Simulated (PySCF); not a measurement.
## Which functional comes closest?

Molecule: `CSc1cccs1`, C$_{5}$H$_{6}$S$_{2}$.

Cartesian coordinates in Å; atom numbers follow the order of the lines, from 1:
```xyz
13

C     2.6312   -0.0844    0.4075
S     1.7372   -0.2079   -1.1506
C     0.0802   -0.0132   -0.6246
C    -1.0253   -0.0305   -1.4452
C    -2.2398    0.1555   -0.7296
C    -2.0490    0.3110    0.6164
S    -0.3791    0.2326    1.0281
H     2.3384   -0.8857    1.1024
H     2.4790    0.8971    0.8810
H     3.6943   -0.1994    0.1567
H    -0.9619   -0.1720   -2.5248
H    -3.2241    0.1730   -1.2000
H    -2.7928    0.4676    1.3960
```

Geometry PBE0-D3(BJ)/def2-SVP throughout; GIAO in PySCF 2.14, gas phase, one conformer, non-relativistic; equivalent atoms averaged; basis pcSseg-1.

Reference values (estimated from measurements, as parent shift plus tabulated substituent increments; solution, not stated per compound (mostly CDCl3 or CCl4); Pretsch, Buehlmann, Badertscher, Structure Determination of Organic Compounds, 4th ed. (2009)): δ(H11) = 6.93 ppm, δ(H12) = 6.78 ppm, δ(H13) = 7.15 ppm. Computed shifts are taken against TMS, calculated as an isolated molecule at each level.

Question: How do the functionals HF, LDA, BP86, OPBE, KT2, PBE0, WP04, BHandHLYP, wB97X-D perform against the reference? Times are CPU seconds on shared hosts with different chips, so compare them loosely; the GGAs took longer than the global hybrids here, which isn't the general rule, and the cause wasn't traced.

Answer: 
```tsv
functional	kind	H11	H12	H13	mean abs. error H	core-s
HF	Hartree–Fock	6.92	7.11	7.06	0.14	5.9
LDA	LDA	6.74	7.02	6.76	0.27	22
BP86	GGA	6.69	6.96	6.72	0.28	18
OPBE	GGA	6.76	7.05	6.83	0.25	18
KT2	GGA	6.66	6.91	6.68	0.29	18
PBE0	global hybrid	6.81	7.06	6.89	0.22	15
WP04	global hybrid	6.49	6.73	6.68	0.32	12
BHandHLYP	global hybrid	6.80	7.02	6.92	0.20	11
wB97X-D	range-separated hybrid	6.81	7.05	6.93	0.20	26
```

For ¹H the closest is HF (0.14 ppm) and the furthest WP04 (0.32 ppm). One molecule is a small sample, and vibrational and solvent effects are absent from the calculation.
